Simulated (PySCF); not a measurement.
# 33S chemical shifts

- GIAO PBE0/pcSseg-1 shieldings
- geometry from GFN2-xTB
- code: PySCF 2.14.0 with density-fitted response routines
- one averaged value for each set of equivalent atoms, no relativistic terms, one computed conformer, in vacuum

Shieldings were converted by a linear fit to measured shifts: 33S: δ = 158.28 − 0.937σ (rms 33.3 ppm, 20 shifts vs sulfate, solution or neat liquid). A few per cent of atoms miss by over 2 rms, more outside the fitted compound classes.

**Question.** Give the 33S shifts of `Cc1csc(C(=O)F)c1C`, `CCc1ccsc1C(=O)F`.

**Answer.** 
```tsv
compound	environment	δ (ppm)
Cc1csc(C(=O)F)c1C	aromatic ring sulfur	-91
CCc1ccsc1C(=O)F	aromatic ring sulfur	-74
```

**Question.** Order these by 33S shift, lowest first.
A. C[C@@H]1C[P@H]1=S
B. CCc1csc(C(=O)Cl)c1
C. O=S(=O)(O)O
D. C[C@@H](F)c1coccc1=S

**Answer.** A (-638 ppm, sulfur bonded to P), B (-75 ppm, aromatic ring sulfur), C (-31 ppm, sulfonyl sulfur), D (252 ppm, sulfur bonded to C).
